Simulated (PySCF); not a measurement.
Excitations are Tamm–Dancoff values on a coarser integration grid. The basis has no diffuse functions, so Rydberg states are missing or too high.

Z-matrix (Å, degrees):
```
Al
Cl 1 2.0841
S 1 2.1609 2 118.13
H 3 1.3420 1 93.54 2 -180.00
S 1 2.1641 2 120.48 3 -180.00
H 5 1.3412 1 93.35 2 -0.01
```
Charge 0, multiplicity 1.

Task: Predict the LUMO, total energy, brightest of the four lowest singlets (TDA), HOMO–LUMO gap and S1 excitation (TDA) from TPSSh-D3(BJ)/def2-TZVP // CAM-B3LYP-D3(BJ)/def2-TZVP (PySCF 2.14.0).

Result: 
The LUMO is -1.08 eV and the total energy is -40830.76 eV. The brightest of the four lowest singlets (TDA) is 6.15 eV and the HOMO–LUMO gap is 6.18 eV. The S1 excitation (TDA) is 5.64 eV.
